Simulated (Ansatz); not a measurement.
Coupled-cluster run, `CO[SiH](I)OC`.

```yaml
crystal:
  periodic: [false, false, false]
  atoms:
    - {symbol: C, position_ang: [-0.163547, 0.485222, -2.270515]}
    - {symbol: O, position_ang: [-0.124589, 0.639715, -0.869029]}
    - {symbol: Si, position_ang: [0.954106, 0.004883, 0.165092]}
    - {symbol: I, position_ang: [1.112135, -2.409118, -0.274067]}
    - {symbol: O, position_ang: [0.461963, 0.276245, 1.679078]}
    - {symbol: C, position_ang: [-0.759627, -0.152329, 2.247053]}
    - {symbol: H, position_ang: [0.723289, 0.920293, -2.741972]}
    - {symbol: H, position_ang: [-0.229209, -0.571438, -2.546893]}
    - {symbol: H, position_ang: [-1.047644, 1.004994, -2.640796]}
    - {symbol: H, position_ang: [2.302592, 0.583977, 0.029055]}
    - {symbol: H, position_ang: [-1.610951, 0.288694, 1.722055]}
    - {symbol: H, position_ang: [-0.774546, 0.171661, 3.287843]}
    - {symbol: H, position_ang: [-0.843981, -1.242800, 2.213086]}
basis:
  gaussian: {orbitals: def2-TZVPP}
correlation: {method: ccsd_t}
```

```sh
$ ansatz run in.yaml --threads 2 --pin off --events-out ev --progress --plain --max-ram 22528MiB --backend cuda --devices 0, --max-vram 18GiB
```

Log, shortened:

```
Functional definition: HF
2042 factors; integrals over basis functions are off by at most 1.1e-3 eV
mean field evaluation 1: about -22182.8556 eV, gradient 4.4e1 eV
mean field evaluation 2: about -22183.1931 eV, gradient 4.4e1 eV
mean field evaluation 4: about -22187.2025 eV, gradient 4.6e0 eV
mean field evaluation 8: about -22187.2741 eV, gradient 2.5e-1 eV
mean field -22187.27438765 eV, -815.3672946715 hartree, gradient 3.3e-6 eV, S^2 0.000000; 0 other end points of the search recorded, 0 dependent functions left out
13 core orbitals not correlated: weight in the atoms' cores, before any rotation towards them, 1.000 or more for the frozen orbitals, at most 0.000 for the correlated occupied ones
reference -22187.27438765 eV, -815.3672946715 hartree; 24, 24 occupied and 277, 277 virtual orbitals, 2042 factors
second order -39.02592565 eV of doubles, -0.00000000 eV of singles
cycle   1  -38.15474406 eV  change    8.7e-1 eV  update   1.3e-1
cycle   2  -39.06128443 eV  change   -9.1e-1 eV  update   3.5e-2
cycle   3  -39.23383113 eV  change   -1.7e-1 eV  update   1.7e-2
cycle   4  -39.20459612 eV  change    2.9e-2 eV  update   3.9e-3
cycle   5  -39.20332389 eV  change    1.3e-3 eV  update   1.9e-3
cycle   6  -39.20524423 eV  change   -1.9e-3 eV  update   5.8e-4
cycle   7  -39.20481130 eV  change    4.3e-4 eV  update   2.3e-4
cycle   8  -39.20464048 eV  change    1.7e-4 eV  update   6.0e-5
cycle   9  -39.20467728 eV  change   -3.7e-5 eV  update   2.1e-5
perturbative correction -1.27170265 eV, -0.0467342104 hartree
Total energy: -22227.75076758 eV, -816.8547741979 hartree
```

Hardware: 2 threads of an AMD EPYC 7R13 on a shared host and a share of an NVIDIA H100 80 GB. Wall time 18 s, peak host memory 1.4 GiB.

MP2 recovers 96.4 % of the CCSD(T) correlation energy and the triples give 3.1 %; T1 = 0.0104.
